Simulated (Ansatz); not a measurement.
```yaml
atoms:
  - { symbol: C, position_ang: [0.0000, 0.0000, 0.0000] }
  - { symbol: H, position_ang: [1.0031, 0.0000, 0.0000] }
  - { symbol: H, position_ang: [-0.5016, 0.8687, 0.0000] }
  - { symbol: H, position_ang: [-0.5016, -0.8687, 0.0000] }
```

Basis set: 6-31G* (spherical functions). Frozen core: 1 orbital. Charge 0, multiplicity 2.

Computed with Ansatz (development build ahead of 0.2.0); each method stands on the lowest determinant of its kind that the runs found.

(1) Give the atomization energy at this shape (free ground-state atoms in the same class of orbitals less the molecule, no zero-point energy) of doublet CH3 by UHF-MP2, UHF.

Answers

(1)

| method | atomization energy |
| --- | --- |
| UHF-MP2 | 268.15 kcal/mol |
| UHF | 233.03 kcal/mol |

Caution: the shape is not the minimum.
